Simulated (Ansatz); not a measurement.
AlH₃S₃, SMILES `[SH][Al]([SH])[SH]`, relaxed with RKS PBE0-D4/def2-TZVP in Ansatz from a PBE-D4/def2-SVP geometry. The force threshold is 0.005 eV/Å; the program also tests the step.

Total charge 0; spin multiplicity 1.

Start:

```xyz
7

S     2.085    0.466   -0.671
Al   -0.052    0.088   -0.325
S    -0.857   -0.814    1.516
S    -1.422    0.659   -1.940
H     2.479   -0.375    0.327
H     0.284   -0.583    2.227
H    -2.517    0.559   -1.134
```

```csv
step,energy (eV),largest force (eV/Å),largest move (Å)
1,-39142.8171,0.518,0.000
2,-39142.8396,0.198,0.047
3,-39142.8426,0.071,0.025
4,-39142.8444,0.028,0.025
5,-39142.8457,0.010,0.043
6 (rejected),-39142.8455,0.137,0.070
7,-39142.8458,0.011,0.035
8,-39142.8463,0.074,0.044
9,-39142.8464,0.029,0.007
10,-39142.8466,0.008,0.017
11,-39142.8466,0.029,0.035
12,-39142.8467,0.014,0.005
13,-39142.8467,0.007,0.008
14,-39142.8467,0.005,0.011
15,-39142.8467,0.006,0.013
16,-39142.8467,0.005,0.005
```

End:

```xyz
7

S     2.075    0.292   -0.745
Al   -0.055    0.125   -0.325
S    -0.869   -0.609    1.559
S    -1.422    0.734   -1.902
H     2.435   -0.190    0.457
H     0.341   -0.805    2.111
H    -2.505    0.454   -1.155
```

It took 21 s on 4 threads of an Intel Xeon 6975P-C on a shared host, with 0.48 GiB of host memory at the peak.
